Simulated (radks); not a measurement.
The numbers below are computed, except where a source is named.
Spherical quantum dot in the effective-mass picture: electrons in a parabolic well V = omega^2 r^2 / 2 with omega = 0.603, with a point charge +1 (a donor) at the centre, all in effective atomic units (hartree* = m*/eps^2 hartree, bohr* = eps/m* bohr), one dielectric constant everywhere. Level of theory: non-relativistic Kohn-Sham, LDA (Slater exchange, Perdew-Wang correlation), spin-polarised, spherical densities (a radial shooting solver with Libxc functionals). Levels are named by radial order and angular momentum (1s, 1p, 1d, 2s, ...), and open shells are averaged over m.

N = 12, configuration 1s2 1p6 1d(up 2, down 0) 2s2. This is the lowest configuration that the search found. Occupied and some empty levels:

| level | occupation | eigenvalue (hartree*) | <r> (bohr*) |
|---|---|---|---|
| 1s up | 1 | 4.7466 | 1.725 |
| 1s down | 1 | 4.7647 | 1.694 |
| 1p up | 3 | 5.1505 | 2.510 |
| 1p down | 3 | 5.1803 | 2.502 |
| 2s up | 1 | 5.4340 | 2.395 |
| 2s down | 1 | 5.4550 | 2.417 |
| 1d up | 2 | 5.5126 | 2.885 |
| 1d down | 0 | 5.5444 | 2.889 |
| 1f up | 0 | 5.9069 | 3.175 |
| 1f down | 0 | 5.9378 | 3.184 |
| 2p up | 0 | 6.0081 | 2.812 |
| 2p down | 0 | 6.0277 | 2.818 |
| 1g up | 0 | 6.3316 | 3.426 |
| 1g down | 0 | 6.3602 | 3.437 |

Energy (hartree*): total 37.1381, kinetic 6.5984, external 8.1020, Hartree 26.535, exchange-correlation -4.0973.

Electron density:

| r (bohr*) | n(r) (e/bohr*^3) |
|---|---|
| 0.234 | 0.5782 |
| 0.625 | 0.2781 |
| 1.02 | 0.1501 |
| 1.41 | 0.1006 |
| 1.80 | 0.08394 |
| 2.19 | 0.07495 |
| 2.58 | 0.06141 |
| 2.97 | 0.04264 |
| 3.36 | 0.02419 |
| 3.75 | 0.01102 |
| 4.15 | 0.004011 |
| 4.54 | 0.001160 |
| 4.93 | 0.0002691 |
